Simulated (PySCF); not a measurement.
C3H9NO2Si.
SMILES with atom numbers: `[NH2:1][CH2:2][SiH:3]1[O:4][CH2:5][CH2:6][O:7]1`

The computed photoelectron lines, unassigned: C 1s: 290.99 (area 1), 292.20 (area 2) eV; N 1s: 405.07 eV; O 1s: 537.82 eV; Si 1s: 1847.34 eV; Si 2p3/2: 107.37 eV.

Method used: delta-SCF UKS SCAN, pcX-2 on the ionised atom, pcseg-1 elsewhere, spin-free X2C (PySCF 2.14.0). Geometry: PBE0-D3(BJ)/def2-SVP, one conformer, isolated molecule.

Problem. Order the carbon atoms by C 1s binding energy.

Solution. 290.99 eV: C2 (sp3 carbon bound to nitrogen); 292.20 eV: C5/C6 (sp3 carbon bound to oxygen). The listed C 1s values span 1.21 eV, from C2 (bonded to N, 2 H and Si) to C5/C6 (bonded to O, C and 2 H). Summing the Pauling electronegativity differences to the bonded atoms, each weighted by its formal bond order, gives -0.86 for the lowest site and +0.19 for the highest.

Bonded neighbours of each site: N1: C and 2 H; C2: N, 2 H and Si; Si3: 2 O, C and H; O4/O7: C and Si; C5/C6: O, C and 2 H.

Problem. Which photon wavelength matches the O 1s of O4/O7 threshold?

Solution. λ = hc/E = 12398.42 eV Å / 537.82 eV = 23.053 Å.

One atom of each set of topologically equivalent atoms was ionised and stands for the set; in this conformer not all members are related by symmetry, and their own values weren't computed. For 2p shells one spin-free hole was relaxed; a mean-field spin–orbit operator and the ground-state splitting of the three 2p orbitals were then diagonalised within the shell. The shell's mean is (2 × 2p3/2 + 2p1/2)/3, and the degeneracies 2j + 1 give areas of 2:1. 2p1/2 minus 2p3/2 (ligand field included): Si 0.63 eV.
